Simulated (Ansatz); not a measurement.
The same atomization along the group Si, Ge, Sn.

Computed with Ansatz on PBE0-D4/def2-TZVP structures; ΔE is electronic, products minus reactants. CBS: MP2 limit from def2 TZ/QZ plus the TZ coupled-cluster correction, frozen cores. This one scheme is used for every species, atoms too. For atomizations the MP2-based limit and the directly extrapolated one differ by several kJ/mol either way, and by 10 to 25 for some Ge, Se and Sn compounds, so smaller differences from it don't rank the levels. Functionals use def2-TZVPP. No spin–orbit coupling; open shells (•) take unrestricted orbitals. Spin–orbit coupling would lower the free atoms: a little for F, Si; clearly for Br, Ge; strongly for Sn. def2 core potentials past Kr. Bonds to Br, Ge, Sn are less sure, by a few kJ/mol each and by 10 to 20 or more in all where they break to atoms, as the def2 sets lack core-valence functions. Scalar relativity is left out up to krypton.

| reaction | r2SCAN-D4 (kcal/mol) | LDA (SPW92) (kcal/mol) |
| --- | --- | --- |
| `F[Si](F)Br`• → Br• + 2 F• + Si• | 352.5 | 406.4 |
| `[F][Ge]([F])[Br]`• → Br• + 2 F• + Ge• | 297.7 | 354.1 |
| `[F][Sn]([F])[Br]`• → Br• + 2 F• + Sn• | 276.3 | 330.6 |

Question: Give the CCSD(T)/CBS values in the same order. (Estimate.)

Answer: The calculation gave: 349.3, 290.9, 275.1 kcal/mol.

Largest T1 diagnostic: 0.016, for `[F][Sn]([F])[Br]`•.
